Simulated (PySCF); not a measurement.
Match the calculated data to a structure.

| technique | computed result |
| --- | --- |
| NMR, other nuclei | isotropic shieldings of nuclei other than C and H, by class: 266 (1 O), 274 (1 O), 385 (1 Si), 393 (1 Si), 599 (1 P) ppm [GIAO PBE0/pcSseg-1] |
| Dipole | 1.86 D [PBE0/pcSseg-1] |
| 13C NMR | chemical shifts (computed TMS as zero) by class: 98.1 (1 C), 91.7 (1 C) ppm [GIAO PBE0/pcSseg-1] |
| Rotational structure | rotational constants A, B, C: 1.465, 1.107, 0.857 GHz [GFN2-xTB] |
| 1H NMR | chemical shifts (computed TMS as zero) by class: 5.10 (3 H), 2.43 (1 H), 1.92 (1 H), 1.27 (2 H) ppm [GIAO PBE0/pcSseg-1] |

Electronic properties: PySCF, gas phase, density fitting. Levels stand in brackets. One conformer (not necessarily the lowest) at the GFN2-xTB geometry, without solvent, vibrations or thermal averaging. NMR values are class means; diastereotopic atoms form classes of their own.

**Question.** Which candidate is it?
A. `[SiH3]c1ccpcc1`
B. `O=C=PCCP`
C. `C#C[Si@](O)(P)O[SiH3]`
D. `O=CC(=O)[SiH2][SiH2]P`

**Answer.** C. It is `C#C[Si@](O)(P)O[SiH3]`. Numbering: `[CH:1]#[C:2][Si@:3]([OH:4])([PH2:5])[O:6][SiH3:7]`. 2 carbons fall into 2 classes; from least to most shielded: terminal alkyne carbon [C1] (98.1 ppm), alkyne carbon [C2] (91.7 ppm). Hydrogen classes from least to most shielded: 3 H on an oxygen-bound silicon, Si7 (5.10 ppm), 1 H on a silanol oxygen, O4 (2.43 ppm), 1 H on a terminal alkyne carbon, C1 (1.92 ppm), 2 H on a three-coordinate phosphorus, P5 (1.27 ppm). The other shieldings belong to: 266 ppm, silanol oxygen [O4]; 274 ppm, siloxane oxygen [O6]; 385 ppm, oxygen-bound silicon [Si3]; 393 ppm, oxygen-bound silicon [Si7]; 599 ppm, three-coordinate phosphorus [P5]. The optimised geometry has point group C1 and is an asymmetric top.

The others, at the same levels:
- `O=CC(=O)[SiH2][SiH2]P` fails: its computed 13C shifts are 252.1 (1 C), 201.8 (1 C) ppm, 1H shifts are 9.57 (1 H), 4.57 (2 H), 4.15 (2 H), 0.95 (2 H) ppm and rotational constant A is 2.748 GHz (against 1.465 GHz).
- `[SiH3]c1ccpcc1` fails: it has 5 carbons where the 13C data count 2; its computed 13C shifts are 164.2 (2 C), 144.9 (2 C), 136.4 (1 C) ppm, 1H shifts are 9.27 (2 H), 8.39 (2 H), 4.62 (3 H) ppm and rotational constant A is 4.918 GHz (against 1.465 GHz).
- `O=C=PCCP` fails: it has 6 hydrogens where the 1H data count 7; its computed 13C shifts are 217.2 (1 C), 22.7 (1 C), 21.5 (1 C) ppm, 1H shifts are 2.47 (2 H), 2.33 (2 H), 2.04 (2 H) ppm and rotational constant A is 3.783 GHz (against 1.465 GHz).

Each candidate is one conformer, not necessarily the lowest. Dipoles, sizes and rotational constants follow the conformer. The torsions of the flexible species, by atom-mapped SMILES:
- `[CH:1]#[C:2][Si@:3]([OH:4])([PH2:5])[O:6][SiH3:7]`: C2–Si3–O6–Si7 95°, H–O4–Si3–C2 72°, H–P5–Si3–C2 -43°, H–P5–Si3–C2 50°
- `[O:1]=[CH:2][C:3](=[O:4])[SiH2:5][SiH2:6][PH2:7]`: O1–C2–C3–O4 -133°, C2–C3–Si5–Si6 -57°, C3–Si5–Si6–P7 -148°, H–P7–Si6–Si5 45°, H–P7–Si6–Si5 -48°
- `[O:1]=[C:2]=[P:3][CH2:4][CH2:5][PH2:6]`: C2–P3–C4–C5 77°, P3–C4–C5–P6 37°, H–P6–C5–C4 157°, H–P6–C5–C4 65°
